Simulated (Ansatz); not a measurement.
Program: Ansatz. Geometries: PBE0-D4/def2-TZVP. ΔE: electronic, gas phase. CCSD(T)/CBS adds triple-zeta CCSD(T) − MP2 to the extrapolated MP2 energy (def2 sets, frozen cores). This one scheme is used for every species. DFT in def2-TZVPP. B3LYP here is the variant with VWN-RPA as its local correlation; programs differ in this. HSE06 is defined as in plane-wave codes. No spin–orbit coupling; open shells (•) take unrestricted orbitals. For Ge outer-core shells are correlated without core-valence functions, which leaves a few kJ/mol of doubt a bond. Scalar relativity is left out up to krypton.

Consider the homolysis of the B–C bond: `C[B](C)[GeH3]` → `C[B][GeH3]`• + `[CH3]`•.

`C[B](C)[GeH3]`:

```xyz
13

C     0.539    1.597   -0.006
B     0.074    0.120    0.163
C     0.134   -0.594    1.548
Ge   -0.640   -0.942   -1.476
H     1.006    1.824   -0.967
H    -0.390    2.192    0.010
H     1.163    1.973    0.810
H     0.119    0.092    2.400
H     1.122   -1.083    1.568
H    -0.596   -1.391    1.702
H    -2.103   -1.384   -1.258
H    -0.594   -0.163   -2.807
H     0.168   -2.242   -1.686
```

`C[B][GeH3]`•:

```xyz
9

C     1.073   -0.624    1.159
B     0.510    0.481    0.258
Ge   -1.026    0.669   -1.074
H     1.729   -0.284    1.964
H     1.699   -1.225    0.476
H     0.321   -1.313    1.560
H    -0.449    1.000   -2.463
H    -1.907    1.857   -0.646
H    -1.952   -0.562   -1.234
```

`[CH3]`•:

```xyz
4

C     0.000    0.000    0.000
H     0.386   -0.890    0.476
H    -0.594   -0.082   -0.898
H     0.208    0.972    0.423
```

| level | ΔE (kJ/mol) | difference from CCSD(T)/CBS |
| --- | --- | --- |
| LDA (SPW92) | 501.2 | 58.3 |
| PBE-D4 | 436.1 | -6.8 |
| revPBE-D4 | 424.2 | -18.7 |
| BLYP-D4 | 421.4 | -21.5 |
| r2SCAN-D4 | 411.0 | -31.9 |
| B97M-V | 435.5 | -7.4 |
| PBE0-D4 | 432.6 | -10.3 |
| r2SCAN0-D4 | 410.4 | -32.5 |
| HSE06-D4 | 432.7 | -10.2 |
| BHLYP-D4 | 419.0 | -23.9 |
| CAM-B3LYP-D4 | 431.5 | -11.4 |
| ωB97M-V | 449.6 | 6.7 |
| B2PLYP | 426.2 | -16.7 |
| PBE | 428.6 | -14.3 |
| revPBE | 404.1 | -38.8 |
| BLYP | 405.6 | -37.3 |
| r2SCAN | 408.8 | -34.1 |
| PBE0 | 426.0 | -16.9 |
| B3LYP | 413.9 | -29.0 |
| r2SCANh | 408.5 | -34.4 |
| r2SCAN0 | 408.0 | -34.9 |
| HSE06 | 426.5 | -16.4 |
| BHLYP | 409.9 | -33.0 |
| CAM-B3LYP | 424.7 | -18.2 |
| LC-ωPBE | 424.7 | -18.2 |
| RPA@PBE/def2-TZVPP | 420.8 | -22.1 |
| HF/def2-SVP | 325.6 | -117.3 |
| MP2/def2-SVP | 442.8 | -0.1 |
| CCSD/def2-SVP | 422.3 | -20.6 |
| CCSD(T)/def2-SVP | 429.6 | -13.3 |
| HF/def2-TZVPP | 314.9 | -128.0 |
| SCS-MP2/def2-TZVPP | 443.0 | 0.1 |
| CCSD/def2-TZVPP | 423.8 | -19.1 |
| CCSD(T)/def2-TZVPP | 433.7 | -9.2 |
| HF/def2-QZVPP | 314.5 | -128.4 |
| MP2/def2-QZVPP | 454.7 | 11.8 |
| SCS-MP2/def2-QZVPP | 448.8 | 5.9 |
| HF/CBS(def2) | 314.4 | -128.5 |
| MP2/CBS(def2) | 458.7 | 15.8 |
| CCSD/CBS(def2) | 433.0 | -9.9 |
| CCSD(T)/CBS | 442.9 | 0 |

Largest T1 diagnostic among the species: 0.013.

Leaving LDA and LC-ωPBE aside and taking each functional with its dispersion term where it has one, the values spread over 39.2 kJ/mol, from r2SCAN0-D4 to ωB97M-V. LDA lies +72.6 kJ/mol from PBE without D4, its usual overbinding. In def2-TZVPP, CCSD(T) changes the Hartree–Fock value by +118.9 kJ/mol (the triples alone add +9.9 kJ/mol) and MP2 by +134.7 kJ/mol; breaking electron pairs costs correlation energy, which Hartree–Fock lacks.
